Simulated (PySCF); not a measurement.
## Two-component Hartree-Fock for Eu⁵³⁺ (europium, charge +53)

Start: [Ne]. Calculated with PySCF 2.14 in an uncontracted even-tempered set (17 s from 8 bohr⁻², ratio 2.6; 13 p from 10 bohr⁻², ratio 2.6; 6 d from 11 bohr⁻², ratio 2.8; 3 f from 230 bohr⁻², ratio 2.8): generalised Hartree-Fock with the X2C-1e Hamiltonian and a Gaussian nucleus; spin-orbit coupling (SO) screened by Boettger's factors.

```tsv
spinor shell	electrons	ε, screened SO (eV)	weight of nominal j (screened SO)	rms radius, screened SO (bohr)
1s1/2	2	-52857.1	1.000	0.0254
2s1/2	2	-11944.5	1.000	0.101
2p1/2	2	-11569.4	1.000	0.0861
2p3/2	4	-10892.5	1.000	0.0920
```

```tsv
quantity	screened SO
E (hartree)	-7771.38185
M_J	0
⟨J²⟩	0.000
⟨L²⟩	0.017
⟨S²⟩	0.017
```

Breit and QED terms are absent; they matter most for the inner s and p1/2 levels.

Densities and radii are taken from the X2C orbitals without a picture-change correction, which distorts them close to the nucleus.
